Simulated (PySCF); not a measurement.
A species of formula C8H12N2 has this rotational fingerprint, computed with PBE0/pcSseg-1 in PySCF (dipole) on a GFN2-xTB geometry, gas phase:

- Rotational constants: A = 1742, B = 1186, C = 804.8 MHz
- Dipole components: |μa| = 1.54 D, |μb| = 2.09 D, |μc| = 0.32 D
- Inertial defect: -88.28 u·Å²
- κ: -0.19

Question: Which candidate fits, each taken in the one conformer that was computed?
A. `[CH2:1]=[CH:2][c:3]1[cH:4][n:5][n:6]([CH:7]([CH3:8])[CH3:9])[cH:10]1` with C1–C2–C3–C4 180°, N5–N6–C7–C8 61°
B. `[CH2:1]=[CH:2]/[CH:3]=[N:4]\[N:5]=[C:6](/[CH:7]=[CH2:8])[CH2:9][CH3:10]` with C1–C2–C3–N4 -177°, C3–N4–N5–C6 105°, N5–C6–C7–C8 14°, N5–C6–C9–C10 -111°
C. `[N:1]#[C:2][CH2:3][CH:4]1[CH2:5][CH2:6][C:7](=[NH:8])[CH2:9][CH2:10]1` with C2–C3–C4–C5 173°, C3–C4–C5–C6 -179°, C4–C5–C6–C7 -56°, C5–C6–C7–N8 -124°, C6–C7–C9–C10 -54°
D. `[CH2:1]=[CH:2][CH2:3][n:4]1[n:5][cH:6][cH:7][c:8]1[CH2:9][CH3:10]` with C1–C2–C3–N4 131°, C2–C3–N4–N5 106°, C7–C8–C9–C10 91°
E. `[CH3:1][c:2]1[cH:3][cH:4][c:5]([CH:6]([CH3:7])[CH3:8])[n:9][n:10]1` with C4–C5–C6–C7 119°
F. `[CH:1]#[C:2][CH2:3][NH:4][N:5]=[C:6]1[CH2:7][CH2:8][CH2:9][CH2:10]1` with C2–C3–N4–N5 -159°, C3–N4–N5–C6 -161°, N5–C6–C7–C8 -175°, C6–C7–C8–C9 -27°, C7–C8–C9–C10 39°, C8–C9–C10–C6 -35°

Answer: D. It is C=CCn1nccc1CC, an asymmetric top, point group C1. The candidates at the same level (rigid rotor, commonest isotopes):

```json
{"SMILES": "C=CCn1nccc1CC", "A (MHz)": "1742", "B (MHz)": "1186", "C (MHz)": "804.8", "μa (D)": "1.54", "μb (D)": "2.09", "μc (D)": "0.32", "Δ (u·Å²)": "-88.28", "point group": "C1", "rotor": "asymmetric top"}
{"SMILES": "C=C/C=N\\N=C(/C=C)CC", "A (MHz)": "2556", "B (MHz)": "679.2", "C (MHz)": "617.5", "μa (D)": "0.02", "μb (D)": "1.00", "μc (D)": "1.40", "Δ (u·Å²)": "-123.33", "point group": "C1", "rotor": "near-prolate asymmetric top"}
{"SMILES": "Cc1ccc(C(C)C)nn1", "A (MHz)": "3313", "B (MHz)": "794.4", "C (MHz)": "745.6", "μa (D)": "0.57", "μb (D)": "3.62", "μc (D)": "0.00", "Δ (u·Å²)": "-110.90", "point group": "Cs", "rotor": "near-prolate asymmetric top"}
{"SMILES": "C#CCNN=C1CCCC1", "A (MHz)": "4692", "B (MHz)": "522.0", "C (MHz)": "483.1", "μa (D)": "0.87", "μb (D)": "1.30", "μc (D)": "1.03", "Δ (u·Å²)": "-29.81", "point group": "C1", "rotor": "near-prolate asymmetric top"}
{"SMILES": "N#CCC1CCC(=N)CC1", "A (MHz)": "3340", "B (MHz)": "724.2", "C (MHz)": "634.0", "μa (D)": "1.32", "μb (D)": "1.19", "μc (D)": "0.40", "Δ (u·Å²)": "-52.02", "point group": "C1", "rotor": "near-prolate asymmetric top"}
{"SMILES": "C=Cc1cnn(C(C)C)c1", "A (MHz)": "3379", "B (MHz)": "730.5", "C (MHz)": "689.1", "μa (D)": "1.02", "μb (D)": "1.89", "μc (D)": "0.00", "Δ (u·Å²)": "-108.09", "point group": "Cs", "rotor": "near-prolate asymmetric top"}
```

`C#CCNN=C1CCCC1` has A 169 % too high; `N#CCC1CCC(=N)CC1` has A 92 % too high; `C=Cc1cnn(C(C)C)c1` has A 94 % too high; `C=C/C=N\N=C(/C=C)CC` has A 47 % too high; `Cc1ccc(C(C)C)nn1` has A 90 % too high. No structure here is proved a minimum.
